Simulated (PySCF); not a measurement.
**Excited states of Re⁷⁺ (rhenium, charge +7)**

Ground state [Xe] 4f14, ¹S. Computed with PySCF 2.14 in aug-cc-pVDZ-PP with one added diffuse shell each of s, p, d, f type with ECP60MDF (6s6p5d3f, 70 functions), with a scalar-relativistic core potential. Vertical excitation energies in eV without spin-orbit coupling; excited terms of each kind are numbered among those the solver found. Frozen: nothing.

```csv
term,leading excitation,EOM-EE-CCSD
1 3P°,5p → d,46.673
1 3F°,5p → d,48.253
1 1D°,5p → d,50.593
1 3D°,5p → d,50.726
1 1F°,5p → d,50.995
1 1P°,5p → d,61.244
1 3S,5p → p,77.815
1 3D,5p → p,79.234
1 1D,5p → p,79.664
1 1P,5p → p,80.119
1 3P,5p → p,80.189
1 1S,5p → p,81.440
1 3G,5p → f,91.705
1 1G,5p → f,92.076
```

The spin-orbit splitting of the hole, absent here, rivals or exceeds the spacing of these terms, so the LS terms are model states.

The 4f shell lies in the core potential, so 4f excitations, among the lowest in this ion, cannot appear.

The solver can miss terms.
